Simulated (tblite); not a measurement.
Compound: C5H12Si3.
Numbering: `[CH:1]#[C:2][Si@@H:3]1[SiH2:4][CH2:5][C@H:6]1[CH2:7][SiH3:8]` (hydrogens: H9 on C1; H10 on Si3; H11, H12 on Si4; H13, H14 on C5; H15 on C6; H16, H17 on C7; H18, H19, H20 on Si8)

Cartesian coordinates in Å at the GFN2-xTB level; atoms count from 1:
```
atom  x, y, z in Å
C1    -2.3771    3.4077    0.2717
C2    -2.0457    2.3121   -0.0981
Si3   -1.5671    0.6027   -0.6234
Si4   -2.1283   -1.2859    0.6158
C5    -0.2071   -1.3663    0.5964
C6     0.1552    0.0506    0.0863
C7     1.3398    0.0714   -0.8721
Si8    2.9629   -0.5627   -0.1072
H9    -2.6620    4.3714    0.5853
H10   -1.5954    0.6362   -2.0962
H11   -2.7726   -2.4682    0.0295
H12   -2.6852   -1.1209    1.9635
H13    0.1328   -2.1124   -0.1248
H14    0.2838   -1.6059    1.5392
H15    0.4062    0.6782    0.9484
H16    1.4898    1.0963   -1.2236
H17    1.0949   -0.5226   -1.7574
H18    4.0577   -0.3351   -1.0543
H19    3.2270    0.1617    1.1390
H20    2.8854   -1.9973    0.1792
```

Computed with GFN2-xTB (tblite): harmonic, unscaled wavenumbers at the GFN2-xTB geometry, gas phase. This tight-binding method is rough: wavenumbers can miss measured ones by several per cent, in bad cases by 10 to 20. Modes of hydrogen on silicon can be 10 to 20 % off. One conformer, not necessarily the lowest.

Harmonic wavenumbers (cm⁻¹): 49.4, 55.0, 81.3, 93.1, 128.4, 145.7, 221.6, 240.1, 260.4, 328.0, 378.0, 391.0, 419.6, 481.6, 506.0, 512.4, 536.5, 617.6, 626.3, 656.1, 676.0, 680.1, 723.1, 729.1, 750.5, 759.1, 782.8, 794.9, 799.6, 808.6, 811.7, 969.2, 1054.1, 1106.1, 1134.0, 1210.3, 1229.0, 1264.6, 1320.3, 1483.3, 1495.3, 2140.1, 2189.6, 2195.0, 2207.5, 2245.1, 2247.1, 2254.2, 2913.3, 2935.4, 2952.9, 2962.0, 2988.3, 3347.9.

A = 1571, B = 690.0, C = 521.4 MHz; mass 156.025 u (most abundant isotopes); point group C1, symmetry number 1.

Task: What is the zero-point energy?

Result: Half the sum of the wavenumbers: 30444 cm⁻¹ = 364.19 kJ/mol.

Task: Entropy at 400 K, 1 bar (ideal gas, RRHO, classical rotation)?

Result: Translation 177.95, rotation 132.20, vibration 221.00: S = 531.1 J/(mol K).

Task: And Cp and H(400 K) − H(0)?

Result: Cp = 249.91 J/(mol K), of which vibrations give 216.65 (their classical limit is 54 R = 449.0); H(400 K) − H(0) = 59.05 kJ/mol without the zero-point energy, 45.74 from vibrations.

Task: How do the functions run with temperature in this model?

Result: 
```json
{"T (K)": "50", "S (J/(mol K))": "259.4", "Cp (J/(mol K))": "63.8", "H − H(0) (kJ/mol)": "2.28", "G − H(0) (kJ/mol)": "-10.69", "ln q(vib)": "0.72"}
{"T (K)": "100", "S (J/(mol K))": "312.5", "Cp (J/(mol K))": "92.0", "H − H(0) (kJ/mol)": "6.20", "G − H(0) (kJ/mol)": "-25.06", "ln q(vib)": "2.38"}
{"T (K)": "298.15", "S (J/(mol K))": "464.3", "Cp (J/(mol K))": "205.0", "H − H(0) (kJ/mol)": "35.77", "G − H(0) (kJ/mol)": "-102.66", "ln q(vib)": "9.29"}
{"T (K)": "373.15", "S (J/(mol K))": "514.2", "Cp (J/(mol K))": "239.2", "H − H(0) (kJ/mol)": "52.48", "G − H(0) (kJ/mol)": "-139.38", "ln q(vib)": "11.90"}
{"T (K)": "500", "S (J/(mol K))": "590.7", "Cp (J/(mol K))": "283.9", "H − H(0) (kJ/mol)": "85.80", "G − H(0) (kJ/mol)": "-209.55", "ln q(vib)": "16.21"}
{"T (K)": "750", "S (J/(mol K))": "718.0", "Cp (J/(mol K))": "343.3", "H − H(0) (kJ/mol)": "164.78", "G − H(0) (kJ/mol)": "-373.71", "ln q(vib)": "24.11"}
{"T (K)": "1000", "S (J/(mol K))": "822.4", "Cp (J/(mol K))": "381.9", "H − H(0) (kJ/mol)": "255.76", "G − H(0) (kJ/mol)": "-566.66", "ln q(vib)": "31.19"}
```

q(vib) and H(0) count from the zero-point level.

Task: Which modes carry the vibrational entropy at 400 K?

Result: 49.4 cm⁻¹: 22.69; 55.0 cm⁻¹: 21.80; 81.3 cm⁻¹: 18.57; 93.1 cm⁻¹: 17.45; 128.4 cm⁻¹: 14.81; 145.7 cm⁻¹: 13.78 J/(mol K); the other 48 give 111.90 together.

Task: What must be added to the electronic energy to get the Gibbs energy at 400 K and 1 bar?

Result: ZPE + [H(400 K) − H(0)] − T·S = 364.19 + 59.05 − 212.46 = 210.78 kJ/mol.

Task: Blend soft modes into free rotors: weight 1/[1 + (100 cm⁻¹/ν̃)⁴] for the oscillator and the rest for a rotor with moment μB/(μ + B), μ = h/(8π²ν), B = 10⁻⁴⁴ kg m². What vibrational entropy results?

Result: 202.61 J/(mol K) in place of 221.00, which changes −T·S at 400 K by +7.36 kJ/mol.

Hindered rotation and anharmonicity are outside this model. Other conformers, if any are populated, would add a mixing term that is left out. The structure is chiral; the term R ln 2 for an equal mix with its mirror image is left out.

Time: 1.9 s wall. Hardware: one thread of an Arm Neoverse N1, shared host with 64 logical CPUs at a one-minute load of 58. The figure is for the frequency step alone.
